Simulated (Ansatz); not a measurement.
A CCSD(T) single point on AlH$_{18}$N$_{3}$Si$_{6}$ (`[SiH3][N]([SiH3])[Al]([N]([SiH3])[SiH3])[N]([SiH3])[SiH3]`).

```yaml
crystal:
  periodic: [false, false, false]
  atoms:
    - {symbol: Si, position_ang: [0.911196, 0.902899, 2.725918]}
    - {symbol: N, position_ang: [-0.308588, 0.094064, 1.790338]}
    - {symbol: Si, position_ang: [-1.749613, -0.426525, 2.597889]}
    - {symbol: Al, position_ang: [-0.049858, -0.045704, 0.032504]}
    - {symbol: N, position_ang: [1.110268, 1.084118, -0.741331]}
    - {symbol: Si, position_ang: [2.586336, 0.446173, -1.375658]}
    - {symbol: Si, position_ang: [0.703248, 2.762191, -0.820947]}
    - {symbol: N, position_ang: [-0.873550, -1.239298, -1.003660]}
    - {symbol: Si, position_ang: [-0.937646, -0.922189, -2.710221]}
    - {symbol: Si, position_ang: [-1.508855, -2.742947, -0.424729]}
    - {symbol: H, position_ang: [0.692486, 0.589573, 4.164522]}
    - {symbol: H, position_ang: [2.266303, 0.435713, 2.327683]}
    - {symbol: H, position_ang: [0.863591, 2.380162, 2.552463]}
    - {symbol: H, position_ang: [-1.514326, -1.608973, 3.468095]}
    - {symbol: H, position_ang: [-2.770274, -0.777745, 1.573347]}
    - {symbol: H, position_ang: [-2.288248, 0.670416, 3.448204]}
    - {symbol: H, position_ang: [2.589441, -1.018124, -1.091164]}
    - {symbol: H, position_ang: [3.770271, 1.063701, -0.719177]}
    - {symbol: H, position_ang: [2.709037, 0.656364, -2.842863]}
    - {symbol: H, position_ang: [-0.649265, 2.915249, -0.210782]}
    - {symbol: H, position_ang: [1.669986, 3.614707, -0.079036]}
    - {symbol: H, position_ang: [0.650303, 3.240415, -2.228905]}
    - {symbol: H, position_ang: [0.369494, -1.171148, -3.376596]}
    - {symbol: H, position_ang: [-1.957203, -1.817520, -3.322137]}
    - {symbol: H, position_ang: [-1.320601, 0.493187, -2.961722]}
    - {symbol: H, position_ang: [-1.054266, -2.944339, 0.978011]}
    - {symbol: H, position_ang: [-2.994863, -2.779807, -0.459210]}
    - {symbol: H, position_ang: [-1.001302, -3.870013, -1.254538]}
basis:
  gaussian: {orbitals: def2-SVP}
correlation: {method: ccsd_t}
```

```sh
$ ansatz run in.yaml --threads 4 --pin off --events-out ev --progress --plain --max-ram 66560MiB --backend cuda --devices 0, --max-vram 37GiB
```

Output of Ansatz, abridged:

```
Functional definition: HF
2492 factors; integrals over basis functions are off by at most 1.1e-3 eV
mean field evaluation 1: about -58464.6232 eV, gradient 5.5e1 eV
mean field evaluation 2: about -58464.6323 eV, gradient 5.6e1 eV
mean field evaluation 4: about -58472.7010 eV, gradient 5.8e0 eV
mean field evaluation 8: about -58472.8290 eV, gradient 1.3e-4 eV
mean field -58472.82898297 eV, -2148.8368308172 hartree, gradient 1.6e-6 eV, S^2 0.000000; 0 other end points of the search recorded, 0 dependent functions left out
38 core orbitals not correlated: weight in the atoms' cores, before any rotation towards them, 1.000 or more for the frozen orbitals, at most 0.000 for the correlated occupied ones
reference -58472.82898297 eV, -2148.8368308172 hartree; 30, 30 occupied and 190, 190 virtual orbitals, 2492 factors
second order -31.83916639 eV of doubles, -0.00000000 eV of singles
cycle   1  -34.27436445 eV  change    -2.4e0 eV  update   1.5e-1
cycle   2  -35.51181046 eV  change    -1.2e0 eV  update   4.5e-2
cycle   3  -35.72568729 eV  change   -2.1e-1 eV  update   2.0e-2
cycle   4  -35.71074012 eV  change    1.5e-2 eV  update   4.9e-3
cycle   5  -35.70938561 eV  change    1.4e-3 eV  update   1.9e-3
cycle   6  -35.70930206 eV  change    8.4e-5 eV  update   5.5e-4
cycle   7  -35.70902725 eV  change    2.7e-4 eV  update   2.3e-4
cycle   8  -35.70907340 eV  change   -4.6e-5 eV  update   7.6e-5
cycle   9  -35.70910368 eV  change   -3.0e-5 eV  update   2.3e-5
perturbative correction -1.02193862 eV, -0.0375555517 hartree
Total energy: -58509.56002527 eV, -2150.1866717246 hartree
```

Hardware: 4 threads of an AMD EPYC 7R13 on a shared host and a share of an NVIDIA H100 80 GB. Wall time 7 s, peak host memory 2.1 GiB.

Correlation energy per correlated electron: -0.612 eV. T1 diagnostic: 0.0124.
